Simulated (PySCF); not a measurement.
All values are calculated (PySCF 2.14): PBE0/pcSseg-1 with gauge-including orbitals, GFN2-xTB structure. A single conformation, no relativistic terms, no solvent, fast rotation and ring inversion assumed for equivalent nuclei.

References, each an isolated molecule treated in the same way: 1H (σ = 31.72 ppm), 13C (σ = 186.93 ppm) vs TMS. Shifts are as computed. Against solution values, carbons near 30 ppm lie about +3 ppm off and those near 130 ppm about +5 ppm; carbons on Cl a further +6 ppm. Of 1211 compounds with measured shifts, 218 miss one by over three times the rms of a fit or turn the order of signals round; such compounds aren't used in these exercises. Carbons bonded to Cl come out too deshielded.

(1) Order these molecules by the shift of their most shielded carbon-bound hydrogen, lowest δ first.
A. COc1coc(F)c1
B. C=CC1=C[P@H](=O)C=C1
C. C[C@H](Cl)/C(=C/O[SiH3])O[SiH3]
D. [SiH3]C/P=P\c1ccoc1

(2) Order these molecules by the shift of their most shielded carbon, lowest δ first.
A. C=CC1=C[P@H](=O)C=C1
B. COc1coc(F)c1
C. C[C@H](Cl)/C(=C/O[SiH3])O[SiH3]
D. [SiH3]C/P=P\c1ccoc1

(3) How many 13C and 1H signals does each give (equivalence by symmetry and fast rotation, but not about amide C–N or C=N bonds)? `COc1coc(F)c1`, `C[C@H](Cl)/C(=C/O[SiH3])O[SiH3]`, `C=CC1=C[P@H](=O)C=C1`, `[SiH3]C/P=P\c1ccoc1`

## Answers

(1) C (1.69 ppm, hydrogen on a methyl carbon), D (2.61 ppm, hydrogen on an sp3 CH2 bonded to P and Si), A (3.91 ppm, hydrogen on a methyl carbon bonded to O), B (5.85 ppm, hydrogen on a terminal =CH2 carbon).

(2) C (22.8 ppm, methyl carbon), D (27.9 ppm, sp3 CH2 bonded to P and Si), B (58.6 ppm, methyl carbon bonded to O), A (127.1 ppm, terminal =CH2 carbon).

(3) COc1coc(F)c1: 5 C, 3 H; C[C@H](Cl)/C(=C/O[SiH3])O[SiH3]: 4 C, 5 H; C=CC1=C[P@H](=O)C=C1: 6 C, 7 H; [SiH3]C/P=P\c1ccoc1: 5 C, 5 H.
